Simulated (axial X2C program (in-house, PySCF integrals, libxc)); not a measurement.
# ScH: bond constants with and without spin–orbit coupling

Calculated with an axial X2C code built on PySCF integrals. Spin-free means the one-electron spin-free X2C Hamiltonian; two-component (2c) means X2C with spin–orbit coupling and atomic mean-field two-electron Coulomb and Gaunt terms, so the difference of the two also holds small scalar two-electron terms. Basis: Sc dyall-cv3z [10s11p7d5f2g], H dyall-v3z [6s2p1d] (cores contracted in-house); Gaussian nuclei, density fitting, unrestricted open shells. Masses: Sc 44.956 u, H 1.008 u.

Input:
```json
{"zs": [21, 1], "q": 0, "bas": ["dyall-cv3z", "dyall-v3z"], "levels": ["PBE0", "HF", "M06"], "cc": true, "r0": 1.8, "thr": -2.0, "nmax": 90, "npts": 10, "nst": 2, "ntry": 6}
```
```bash
python so2c.py task.json out
```

Keys: zs atomic numbers; q charge; bas basis sets; levels methods; cc coupled cluster on or off; r0 starting distance in Å; thr threshold in hartree for freezing inner shells (an s shell follows its p shell); nmax most natural virtual spinors; npts points on the curve; nst determinants followed; ntry starts of the search. HF also brings MP2.

State, spin-free: M_S = 1, Λ = 2 (beyond evenly filled blocks: σα, δ+α); electrons by block: σα: 7, σβ: 6, π+α: 2, π+β: 2, π-α: 2, π-β: 2, δ+α: 1. Fragments: Sc + H.

State, 2c: Ω = 1 (⟨Sz⟩ = -1.00, ⟨Lz⟩ = 2.00 at PBE0); electrons by block: 1/2: 8, -1/2: 9, 3/2: 3, -3/2: 2. Fragments: Sc + H.

| Hamiltonian | level | Re (Å) | ωe (cm⁻¹) | Be (cm⁻¹) | De (eV) | μ (D) |
| --- | --- | --- | --- | --- | --- | --- |
| spin-free | PBE0 | 1.849 | 1480.7 | 5.002 | 2.27 | -2.69 |
| spin-free | HF | 1.935 | 1425.6 | 4.567 | 1.79 | -2.11 |
| spin-free | MP2 | 1.874 | 1467.1 | 4.871 | 1.92 | n/a |
| spin-free | CCSD | 1.889 | 1442.3 | 4.793 | 2.05 | n/a |
| spin-free | CCSD(T) | 1.885 | 1442.6 | 4.815 | 2.00 | n/a |
| 2c | PBE0 | 1.849 | 1480.4 | 5.002 | 2.28 | -2.70 |
| 2c | HF | 1.935 | 1425.3 | 4.567 | 1.79 | -2.11 |
| 2c | MP2 | 1.874 | 1466.7 | 4.87 | n/a | n/a |
| 2c | CCSD | 1.889 | 1441.9 | 4.792 | 2.05 | n/a |
| 2c | CCSD(T) | 1.885 | 1442.2 | 4.815 | 2.00 | n/a |

Correlated methods: 12 electrons correlated (number of frozen shells: Sc 2 s, 1 p; H none), 234 virtual spin orbitals or spinors in MP2, 90 natural virtuals in coupled cluster.

Dipoles are positive if H is the positive end.

Occupations by symmetry block were frozen at the best pattern of an incomplete PBE0 search. De is counted from the lowest determinant-based energies of the atoms at the same level, without counterpoise correction. De is not given where an atomic determinant may have missed its ground term or J level, or where the truncated virtual space spoils (T). Density functionals use the spin component along the axis (collinear). CCSD and (T) use frozen natural virtuals with an MP2 correction for the truncation; (T) itself is uncorrected, so its De runs slightly low. The 2c atoms are single determinants rather than J levels; their spin–orbit lowering is only partly caught, and De is too large by that part. This holds for PBE0. PBE0 can misorder states that lie within some tenths of an eV, so this need not be the ground state of the molecule. The nearest other spin-free determinant of the search, M_S = 0, Λ = 0, lies 0.08 eV up at the distance of the search. Without a current term, density functionals place determinants with orbital angular momentum somewhat too high. With several unpaired electrons one determinant need not be a pure state.

No reliable constants came from M06 (2c), M06 (spin-free): no minimum in range, unconverged points, a curve that is not smooth, a change of character along it, or the two Hamiltonians disagreeing along it.

Rough cost a point (2c) on 1 thread(s) of a shared host, integrals apart: PBE0 0.19 s, HF 0.11 s, CCSD(T) 3 s.

The whole task took 100 s on 1 thread of AMD EPYC 9R45 96-Core Processor (Zen 5), on a shared host.
